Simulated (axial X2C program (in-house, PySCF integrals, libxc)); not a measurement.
# Worked dissociation energy of GaF: MP2, spin-free

Computed with an axial X2C code built on PySCF integrals. Spin-free means the one-electron spin-free X2C Hamiltonian. Basis: Ga dyall-cv3z [9s9p7d4f1g], F dyall-av3z [7s6p3d2f] (cores contracted in-house); Gaussian nuclei, density fitting, unrestricted open shells. Masses: Ga 68.926 u, F 18.998 u.

Molecular state: M_S = 0, Λ = 0 (closed shell).

Correlated methods: 10 electrons correlated (number of frozen shells: Ga 3 s, 2 p, 1 d; F 1 s), 258 virtual spin orbitals or spinors in MP2.

```
E(Ga) (2M_S = 1, M_L = 0) : -1942.266700 hartree
E(F) (2M_S = 1, M_L = 0)  : -99.714646 hartree
E(GaF) at Re              : -2042.217471 hartree
ωe                        : 608.1 cm⁻¹
ωexe                      : 3.17 cm⁻¹
```

(1) Work out De and D0.

The state is a single determinant with fixed occupations, the lowest that a limited PBE0 search found. Closed shells are restricted here (equal orbitals for both partners); the stretched side of such a curve lies too high. De is counted from the lowest determinant-based energies of the atoms at the same level, without counterpoise correction. With the outer-core shells frozen, correlated bond lengths of heavy atoms tend to come out a few hundredths of an ångström too long. Spin-free De lacks the spin–orbit lowering of the heavy p-block atom, a tenth of an eV or more for 4p and 5p, up to an eV for 6p and one to two eV for 7p atoms, less what an open-shell molecule gains itself.

Each atomic determinant is the lowest at this level and need not be a pure term. Totals compare only within one Hamiltonian and basis.

Answers

(1) De = -1942.266700 + (-99.714646) − (-2042.217471) = 0.23613 hartree = 6.425 eV. The zero-point energy is ωe/2 − ωexe/4 = 303 cm⁻¹ = 0.038 eV, so D0 = 6.388 eV.
